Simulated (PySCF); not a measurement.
**UHF on Be²⁺ (beryllium, charge +2)**

Configuration: 1s2, closed-shell 1S. All numbers are calculated (PySCF 2.14, no relativity, point nucleus, in cc-pVTZ).

* Total energy: -13.611158 hartree
* One-electron energy: -15.8877 hartree
* Hartree (Coulomb) energy: 4.5530 hartree
* Exchange energy: -2.2765 hartree
* Kinetic energy: 13.60348 hartree
* ⟨S²⟩: 0.0000
* ⟨L²⟩: 0.000
* Sum of ⟨r⟩: 0.8284 bohr
* Sum of ⟨r²⟩: 0.4637 bohr²
* Density at the nucleus (Gaussians lack the cusp): 33.4 bohr⁻³
* Langevin diamagnetic susceptibility: -0.367 ×10⁻⁶ cm³/mol
* Time after the integrals: 0.02 s of wall time on 1 thread of AMD EPYC 9R45 96-Core Processor (shared host)

| shell | electrons | mean orbital energy (hartree) | rms radius, mean of both spins (bohr) |
| --- | --- | --- | --- |
| 1s | 2 | -5.66733 | 0.482 |
